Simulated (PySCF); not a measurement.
Excitations are Tamm–Dancoff values on a coarser integration grid. The basis has no diffuse functions, so Rydberg states are missing or too high.

Cartesian coordinates (Å):
```xyz
7

C     -1.2448    -0.4059     0.0805
Si     0.0353     0.5069    -0.5487
C      1.7589    -0.0578    -0.3445
N      2.8564    -0.3922    -0.2294
H     -2.2761    -0.0922    -0.0277
H     -1.0766    -1.3343     0.6125
H     -0.0531     1.7755    -1.2860
```
Charge 0, spin multiplicity 1.

**Question.** Give the LUMO, HOMO–LUMO gap, dipole moment, HOMO, S1 excitation (TDA), brightest of the four lowest singlets (TDA), total energy and S1 oscillator strength at the level ωB97X-D3(BJ)/def2-TZVP // PBE0-D3(BJ)/def2-TZVP in PySCF.

**Answer.** 
```json
{
 "LUMO": "-0.26 eV",
 "HOMO–LUMO gap": "9.24 eV",
 "dipole_moment": "3.01 D",
 "HOMO": "-9.50 eV",
 "S1 excitation (TDA)": "5.30 eV",
 "brightest of the four lowest singlets (TDA)": "5.30 eV",
 "total_energy": "-422.3224 Ha",
 "S1 oscillator strength": "0.405"
}
```
